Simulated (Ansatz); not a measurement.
Born–Oppenheimer molecular dynamics of CH12OSi4 (18 atoms, charge 0, multiplicity 1). It starts from a relaxed structure.

Theory: Ansatz, RKS r2SCAN-D4/6-31G.

```
ensemble        : NVT, Langevin thermostat
time step       : 0.5 fs
steps asked     : 300
set temperature : 1500 K
friction        : 0.05 /fs
seed            : 264192
```

Frames 10 fs apart, positions in Å, forces in eV/Å.

Velocities at 20 fs (Å/ps):

```
Si -2.34 -2.08 -0.07
O 13.73 -9.54 -4.88
Si -8.40 2.41 7.22
H -40.56 -5.71 36.79
H -30.73 -1.54 9.27
H -1.30 18.00 1.53
Si -2.84 -11.18 1.91
H 22.92 50.50 -1.88
H 45.76 -50.53 -56.09
H 24.66 11.23 -13.52
Si -2.95 5.53 7.86
H -5.82 2.22 11.41
H -24.82 -20.51 99.40
H -4.34 -35.14 -36.49
C 11.37 10.51 -9.71
H -42.90 -35.48 8.97
H -30.91 -2.78 29.98
H -41.86 -17.10 18.31
```

```xyz
18
Properties=species:S:1:pos:R:3:forces:R:3 time_fs=20 energy_less_start_eV=1.906 T=1270
Si -0.365 -0.261 -0.227 0.16 0.03 -0.19
O -0.691 -0.914 1.351 -0.42 0.42 1.98
Si -1.164 -0.348 3.013 0.79 -1.37 -3.22
H -2.309 -0.987 3.555 -1.05 -1.71 0.59
H -0.100 -0.288 3.954 1.34 -0.06 0.85
H -1.823 0.868 2.872 -0.61 2.76 -0.43
Si 2.122 -0.141 -0.396 -1.42 -1.24 1.67
H 2.776 -1.475 0.117 -0.42 0.85 -0.30
H 2.656 0.167 -1.698 0.47 0.46 -1.01
H 2.260 0.915 0.656 0.60 0.24 -0.01
Si -1.350 1.959 -0.615 3.38 -0.49 -0.25
H -2.762 1.818 -0.712 -1.61 0.12 -0.29
H -0.932 2.898 0.636 -0.31 -0.58 -1.52
H -0.556 2.062 -2.136 -1.16 0.51 1.93
C -0.909 -1.576 -1.514 -0.33 1.62 -1.68
H -1.946 -1.808 -1.748 -0.45 -0.48 1.28
H -0.670 -1.256 -2.550 0.79 0.46 0.33
H -0.259 -2.389 -1.322 0.22 -1.55 0.28
18
Properties=species:S:1:pos:R:3:forces:R:3 time_fs=30 energy_less_start_eV=2.386 T=1501
Si -0.339 -0.231 -0.244 0.30 -0.27 1.22
O -0.597 -0.976 1.410 -1.30 1.11 0.84
Si -1.270 -0.306 3.024 0.26 1.56 -1.41
H -2.615 -0.956 3.741 1.65 0.47 -1.03
H 0.009 -0.223 3.839 -0.45 -0.53 0.23
H -1.524 1.407 2.909 -0.05 -2.21 -0.10
Si 2.089 -0.188 -0.354 1.52 -0.04 -0.44
H 3.114 -1.260 0.258 -1.28 0.62 -0.11
H 2.698 -0.325 -1.889 -0.81 0.68 1.42
H 2.416 1.136 0.440 0.16 -0.63 -0.80
Si -1.372 1.979 -0.508 -1.17 -2.56 -0.19
H -2.895 1.732 -0.739 0.75 0.24 0.44
H -1.037 2.681 0.712 0.25 1.04 0.38
H -0.898 2.149 -1.870 0.61 0.97 -0.73
C -0.868 -1.479 -1.588 2.56 0.27 1.00
H -1.834 -1.724 -1.406 -3.83 -0.32 -0.12
H -0.644 -1.175 -2.613 0.05 -0.26 0.15
H -0.401 -2.401 -1.224 0.78 -0.13 -0.76
18
Properties=species:S:1:pos:R:3:forces:R:3 time_fs=40 energy_less_start_eV=1.967 T=1726
Si -0.330 -0.213 -0.215 0.66 -0.54 1.18
O -0.577 -0.911 1.502 -1.15 1.69 -1.35
Si -1.353 -0.149 2.941 3.28 -0.84 0.94
H -2.530 -1.064 3.289 0.27 0.59 0.09
H 0.068 -0.293 3.864 -2.04 -0.14 -0.55
H -1.469 1.389 3.210 -0.56 -0.73 -0.79
Si 2.025 -0.147 -0.268 0.40 0.78 -1.27
H 2.734 -1.115 0.628 0.00 0.24 0.33
H 2.435 -0.645 -1.682 -0.16 0.30 0.47
H 2.459 1.369 -0.233 0.01 -1.07 0.24
Si -1.352 1.929 -0.377 0.51 0.90 -0.68
H -2.809 1.603 -0.606 -0.19 0.30 0.61
H -0.852 2.844 0.806 -0.76 -0.61 -0.72
H -1.081 2.740 -1.704 0.18 -0.66 0.85
C -0.909 -1.479 -1.566 3.68 0.22 0.21
H -1.940 -1.496 -1.444 -2.13 -1.52 0.34
H -0.724 -1.199 -2.610 0.18 0.59 0.12
H -0.150 -2.336 -1.398 -2.19 0.51 -0.02
18
Properties=species:S:1:pos:R:3:forces:R:3 time_fs=50 energy_less_start_eV=2.264 T=2134
Si -0.299 -0.207 -0.172 -1.72 0.14 -1.43
O -0.627 -0.771 1.422 -0.17 0.89 0.13
Si -1.298 -0.015 2.825 -3.90 -1.11 -0.61
H -2.627 -0.931 3.089 1.07 1.09 -0.29
H -0.476 -0.410 3.837 2.17 -0.64 2.41
H -1.760 1.436 3.113 0.48 -0.49 -0.75
Si 1.956 -0.140 -0.305 -0.01 -0.75 -1.88
H 1.916 -0.784 0.974 1.24 -0.51 1.38
H 2.298 -1.021 -1.498 0.19 -0.09 0.46
H 2.527 1.141 -0.657 0.57 0.96 0.35
Si -1.340 1.971 -0.281 0.25 -1.52 -0.95
H -2.759 1.662 -0.379 -1.03 0.10 -0.50
H -1.282 2.561 0.986 0.29 0.78 2.30
H -0.821 3.080 -1.068 0.20 0.37 -1.04
C -0.918 -1.411 -1.645 -0.17 -1.17 2.82
H -2.013 -1.600 -1.681 0.53 0.72 -0.27
H -0.486 -0.776 -2.400 0.00 -0.60 -1.35
H -0.488 -2.468 -1.450 0.00 1.82 -0.80
18
Properties=species:S:1:pos:R:3:forces:R:3 time_fs=60 energy_less_start_eV=4.278 T=1285
Si -0.299 -0.134 -0.135 -1.07 -0.98 -5.95
O -0.690 -0.676 1.348 -0.37 0.10 3.14
Si -1.287 0.093 2.767 -3.51 -0.03 1.98
H -2.747 -0.634 2.873 1.52 0.52 0.19
H -0.419 -0.204 4.032 -0.30 0.27 -0.93
H -1.972 1.759 2.707 1.46 -2.47 0.47
Si 1.960 -0.129 -0.402 1.09 -1.73 0.48
H 2.030 -0.312 1.177 0.83 0.00 -1.06
H 2.411 -1.423 -1.268 -0.30 1.15 1.04
H 2.757 1.033 -0.894 -0.11 0.21 0.05
Si -1.281 1.984 -0.206 -1.19 2.23 1.48
H -2.835 1.686 -0.307 0.97 0.46 -0.17
H -1.262 2.350 1.497 0.25 -0.10 -2.70
H -0.835 3.416 -0.829 -0.36 -1.65 0.18
C -1.008 -1.504 -1.693 3.17 1.62 -2.42
H -1.999 -1.520 -2.219 0.25 -0.32 1.49
H -0.398 -1.020 -2.599 -0.84 0.22 1.39
H -0.370 -2.452 -1.832 -1.50 0.51 1.34
18
Properties=species:S:1:pos:R:3:forces:R:3 time_fs=70 energy_less_start_eV=3.157 T=1800
Si -0.362 -0.104 -0.278 1.31 -2.69 -0.92
O -0.679 -0.620 1.381 0.48 0.40 -1.07
Si -1.322 0.122 2.775 1.13 -3.50 1.74
H -2.449 -0.714 3.078 -0.97 -0.99 0.46
H -0.576 0.292 4.084 0.64 -0.40 -0.45
H -1.869 1.322 2.671 -1.76 4.12 -0.76
Si 2.054 -0.104 -0.454 -0.33 2.68 0.26
H 2.607 0.344 0.870 -0.02 -0.39 0.30
H 2.553 -1.394 -0.850 0.55 -0.99 -0.45
H 2.629 1.153 -1.248 -0.51 -1.17 0.03
Si -1.214 2.009 -0.185 -2.87 1.52 0.35
H -3.003 2.197 -0.619 2.28 -0.68 1.16
H -0.728 2.296 1.296 -0.68 0.04 -1.09
H -0.985 3.307 -0.815 0.93 0.39 -0.85
C -0.948 -1.492 -1.723 -2.16 0.93 1.40
H -2.131 -1.352 -1.671 2.24 -0.33 -0.68
H -0.515 -1.057 -2.689 -0.63 -1.09 1.11
H -0.786 -2.616 -1.467 0.35 2.14 -0.55
18
Properties=species:S:1:pos:R:3:forces:R:3 time_fs=80 energy_less_start_eV=2.351 T=1900
Si -0.368 -0.114 -0.399 2.17 0.43 2.96
O -0.653 -0.617 1.401 -0.54 1.05 -1.28
Si -1.354 0.139 2.838 -1.27 -1.54 0.55
H -2.386 -1.103 3.447 1.00 1.91 -0.86
H -0.366 0.281 3.914 0.81 -0.20 0.35
H -1.873 1.655 2.926 -0.13 -1.32 -0.65
Si 2.118 -0.024 -0.407 -0.71 -0.94 -1.21
H 2.857 0.583 0.722 0.00 -0.07 0.58
H 2.593 -1.541 -0.710 -0.19 1.49 0.21
H 2.445 0.970 -1.539 0.06 -0.58 0.05
Si -1.178 2.101 -0.243 2.60 0.14 -2.17
H -2.552 2.144 -0.475 -2.30 0.42 -0.01
H -0.564 2.415 0.982 0.15 0.39 2.18
H -0.366 3.197 -0.992 -0.64 -0.70 -0.33
C -0.964 -1.355 -1.636 -2.98 -0.27 -1.82
H -2.129 -1.205 -1.609 1.66 -0.06 -0.56
H -0.608 -1.146 -2.745 -0.56 -0.61 2.35
H -0.941 -2.420 -1.323 0.89 0.47 -0.32
18
Properties=species:S:1:pos:R:3:forces:R:3 time_fs=90 energy_less_start_eV=3.664 T=1100
Si -0.344 -0.110 -0.413 1.28 1.67 5.01
O -0.689 -0.556 1.366 -0.40 0.28 -1.69
Si -1.288 0.043 2.882 3.21 3.60 -1.64
H -2.161 -0.868 3.351 -2.41 -2.49 1.52
H 0.029 0.204 3.711 -0.90 -0.11 -0.10
H -1.986 1.523 2.900 0.58 -1.43 -0.17
Si 2.143 -0.051 -0.333 -1.75 1.66 -2.09
H 2.993 0.469 0.788 -0.22 0.19 -0.09
H 2.510 -1.370 -0.713 0.68 -1.68 -0.22
H 2.220 0.694 -1.797 0.50 -0.37 1.53
Si -1.081 2.158 -0.312 -0.13 0.71 1.77
H -2.881 2.185 0.033 2.62 0.33 -0.90
H -0.329 2.855 1.146 -1.14 -1.06 -2.06
H -0.185 2.792 -1.456 -1.27 0.15 0.47
C -1.052 -1.278 -1.576 -2.10 0.72 -6.24
H -2.204 -1.007 -1.976 2.72 -1.24 1.82
H -0.549 -1.124 -2.711 -0.67 -0.22 2.87
H -0.807 -2.302 -1.347 -0.61 -0.70 0.22
18
Properties=species:S:1:pos:R:3:forces:R:3 time_fs=100 energy_less_start_eV=2.467 T=1149
Si -0.317 -0.036 -0.284 0.12 -1.53 0.44
O -0.740 -0.626 1.288 0.08 -0.29 0.19
Si -1.205 -0.058 2.829 -2.46 -1.42 0.37
H -2.517 -1.167 3.409 2.18 1.53 -0.58
H -0.068 0.199 3.822 -0.35 -0.22 -0.31
H -1.982 1.185 2.466 0.11 0.25 0.46
Si 2.085 -0.056 -0.334 -0.59 -1.26 -2.14
H 2.974 0.241 0.758 0.45 0.84 1.01
H 2.785 -1.373 -0.855 -0.79 0.69 0.16
H 2.036 0.877 -1.542 0.82 0.15 0.21
Si -1.021 2.203 -0.295 -0.36 -1.75 -1.50
H -2.353 2.673 -0.247 -2.19 -0.07 0.25
H -0.496 2.670 0.872 1.66 1.43 2.64
H -0.659 2.893 -1.473 1.16 0.92 -1.51
C -1.096 -1.170 -1.741 -0.08 2.60 2.11
H -2.171 -0.790 -1.622 1.37 -0.03 -1.87
H -0.310 -1.030 -2.522 -1.70 -0.03 -0.36
H -1.209 -2.163 -1.417 0.57 -1.79 0.44
18
Properties=species:S:1:pos:R:3:forces:R:3 time_fs=110 energy_less_start_eV=3.117 T=1407
Si -0.311 -0.059 -0.181 1.62 2.26 -4.81
O -0.762 -0.592 1.231 -1.24 -1.60 4.35
Si -1.223 -0.080 2.806 -0.83 -1.80 -0.68
H -2.082 -1.172 3.334 -0.46 -0.19 0.07
H -0.100 -0.262 3.733 0.71 0.89 0.31
H -2.139 1.047 2.521 0.19 0.76 0.45
Si 2.064 -0.036 -0.299 1.11 -0.25 -0.50
H 2.638 0.517 1.030 -0.06 -0.62 -0.45
H 2.817 -1.325 -0.981 -0.82 1.12 1.07
H 2.487 1.044 -1.273 -0.15 0.05 -0.05
Si -1.030 2.295 -0.241 -0.26 0.64 0.83
H -2.521 2.957 -0.189 1.22 -1.02 0.31
H -0.252 2.663 1.290 -0.78 0.16 -2.22
H -0.670 2.862 -1.658 0.49 0.01 1.00
C -0.978 -1.055 -1.608 -3.79 1.84 -2.30
H -1.990 -0.596 -2.058 0.64 -0.50 2.40
H -0.837 -1.169 -2.663 3.01 0.26 -1.00
H -1.196 -2.045 -1.373 -0.61 -2.02 1.23
18
Properties=species:S:1:pos:R:3:forces:R:3 time_fs=120 energy_less_start_eV=3.265 T=1711
Si -0.305 -0.052 -0.166 0.25 2.18 -0.40
O -0.845 -0.677 1.334 0.77 -0.73 -4.35
Si -1.260 -0.121 2.775 -2.54 -0.93 5.69
H -2.409 -1.284 3.294 1.34 1.58 -0.51
H 0.024 -0.459 3.556 -0.56 0.72 0.20
H -2.018 1.273 3.122 1.02 -1.03 -0.78
Si 2.054 0.050 -0.258 0.95 1.68 3.16
H 2.431 0.226 1.366 -0.58 -0.04 -1.55
H 2.488 -1.312 -0.297 0.61 -1.48 -0.65
H 3.103 1.066 -0.750 -0.78 -0.42 -0.38
Si -1.070 2.347 -0.196 2.88 -0.09 -0.82
H -2.306 3.132 -0.081 -0.68 -0.03 0.03
H 0.029 3.066 0.615 -0.59 -0.28 0.40
H -0.274 2.758 -1.492 -0.91 -0.29 0.19
C -0.946 -0.988 -1.683 -0.56 -0.10 3.29
H -1.933 -0.528 -1.655 -0.05 0.70 -2.72
H -0.145 -1.308 -2.340 -0.83 0.62 -1.06
H -1.326 -1.826 -1.138 0.26 -2.07 0.28
18
Properties=species:S:1:pos:R:3:forces:R:3 time_fs=130 energy_less_start_eV=2.077 T=1689
Si -0.311 0.058 -0.274 -0.71 0.38 1.54
O -0.871 -0.751 1.264 0.06 0.77 -0.82
Si -1.340 -0.237 2.887 1.79 0.15 0.27
H -2.450 -1.065 3.509 0.17 0.13 -0.45
H -0.048 -0.349 3.774 -0.81 -0.23 -0.43
H -1.585 1.267 3.043 -0.35 -0.32 -0.42
Si 2.102 0.169 -0.189 0.64 -0.75 0.16
H 2.089 0.327 1.254 0.13 0.33 1.27
H 2.473 -1.327 -0.199 0.09 0.45 -0.42
H 3.336 1.053 -0.575 -1.08 -0.41 -0.34
Si -1.079 2.439 -0.202 2.47 0.07 0.84
H -2.341 3.134 -0.048 -1.08 0.09 0.05
H 0.023 3.508 0.302 -0.86 -1.14 0.54
H -0.479 2.682 -1.483 -0.10 0.20 -2.08
C -1.003 -0.973 -1.751 -0.04 2.06 -1.95
H -1.747 -0.221 -2.277 0.49 -1.97 1.21
H -0.272 -1.106 -2.620 -0.40 -0.18 1.47
H -1.369 -1.937 -1.368 -0.40 0.39 -0.43
```

Of the whole run (150 fs, mean temperature of the second half 1513 K): A run of 0.15 ps of so small a system gives no equilibrium averages. Limits of this set-up: no polarisation functions.

Time of the run: 44 min on 2 threads of Arm Neoverse V1, on a shared host, peak memory 0.21 GiB.
